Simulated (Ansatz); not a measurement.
Start from `[CH3][Mo]([OH])(=[S])=[S]` and change one atom or group to get `[CH3][Mo]([NH2])(=[S])=[S]`.

Ansatz, PBE0-D4/def2-TZVP geometries, multiplicity 1. Each molecule was computed in one conformer, which needn't be the lowest.

Elements past krypton have def2 core potentials.

| property | `[CH3][Mo]([OH])(=[S])=[S]` |
| --- | --- |
| HOMO–LUMO gap (PBE/def2-TZVPP) / eV | 2.47 |
| HOMO–LUMO gap (ωB97M-V/def2-TZVPP) / eV | 8.24 |
| zero-point energy (PBE0-D4/def2-TZVP) / kJ/mol | 138.1 |
| HOMO–LUMO gap (PBE0/def2-TZVPP) / eV | 4.26 |
| HOMO energy (PBE/def2-TZVPP) / eV | -6.15 |
| LUMO energy (PBE/def2-TZVPP) / eV | -3.68 |

What does the change do to each property? (An estimate is asked.)

Ansatz gave: 
```csv
property,`[CH3][Mo]([NH2])(=[S])=[S]`,shift
HOMO–LUMO gap (PBE/def2-TZVPP) / eV,2.53,0.06
HOMO–LUMO gap (ωB97M-V/def2-TZVPP) / eV,8.29,0.05
zero-point energy (PBE0-D4/def2-TZVP) / kJ/mol,170.9,32.8
HOMO–LUMO gap (PBE0/def2-TZVPP) / eV,4.31,0.05
HOMO energy (PBE/def2-TZVPP) / eV,-6.03,0.12
LUMO energy (PBE/def2-TZVPP) / eV,-3.49,0.19
```

With PBE0 the HOMO rises by 0.12 eV and the LUMO rises by 0.17 eV, so the gap widens by about 0.05 eV. PBE moves the HOMO by 0.12 eV and ωB97M-V by 0.10 eV. The zero-point energy changes by 32.8 kJ/mol with +3 modes.
